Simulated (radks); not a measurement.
Tc, configuration [Kr] 4d5 5s2 (the NIST ground configuration).

All-electron calculation, scalar-relativistic Kohn-Sham, B86b exchange with PBE correlation, spin-polarised, spherical densities, finite nucleus; open shells are filled with parallel spins first (spin-orbit coupling, left out, can overturn this in heavy ions); Fermi nuclear charge, rms radius 4.4112 fm. Program: a radial shooting solver on a logarithmic mesh with Libxc functionals.

Energy parts (eV):
part                       energy
total                 -116635.015
kinetic                120432.022
electron-nucleus      -281083.129
Hartree                 47525.646
exchange-correlation    -3509.555

Orbitals (lengths in bohr, moments of r in powers of bohr; <r^-3> diverges for s and p1/2; r(max) is where P^2 peaks):
orbital,occ.,eigenvalue (eV),<r^-3>,r(max),<r^4>,<r^2>
1s down,1,-20870.35,-,0.02228,6.518e-06,0.001586
1s up,1,-20870.34,-,0.02228,6.518e-06,0.001586
2s up,1,-2977.419,-,0.1262,0.001197,0.02638
2s down,1,-2976.809,-,0.1262,0.001197,0.02637
2p up,3,-2664.640,2769,0.1008,0.0008577,0.02076
2p down,3,-2664.185,2770,0.1008,0.0008573,0.02076
3s up,1,-518.3343,-,0.3722,0.06034,0.1976
3s down,1,-518.0245,-,0.3723,0.06025,0.1975
3p up,3,-415.6856,468.2,0.3656,0.06618,0.2017
3p down,3,-415.3336,467.9,0.3657,0.06600,0.2015
3d up,5,-249.6397,62.66,0.3114,0.07039,0.1912
3d down,5,-249.0830,62.63,0.3116,0.06997,0.1909
4s up,1,-74.3838,-,0.9516,2.455,1.275
4s down,1,-71.2510,-,0.9463,2.408,1.260
4p up,3,-46.4715,69.09,1.026,3.979,1.583
4p down,3,-43.0827,70.71,1.019,3.960,1.571
4d up,5,-7.8358,4.876,1.274,25.55,3.496
5s up,1,-5.5550,-,2.677,226.3,11.76
4d down,0,-4.5665,4.570,1.270,43.09,4.195
5s down,1,-4.2675,-,2.875,341.4,14.20

The highest occupied level is 5s down at -4.267 eV. The configuration is held as typed, so some empty levels lie below it. The electron density at the nucleus is 1.023e+05 e/bohr^3 (large components only). Summed over all electrons, <r^2> = 59.13 bohr^2, which gives a Langevin (diamagnetic) susceptibility term of -46.8 x 10^-6 cm^3/mol. The spin density at the nucleus is -0.314 e/bohr^3 (1s -0.013, 2s -1.126, 3s 0.627, 4s -3.421, 5s 3.619).
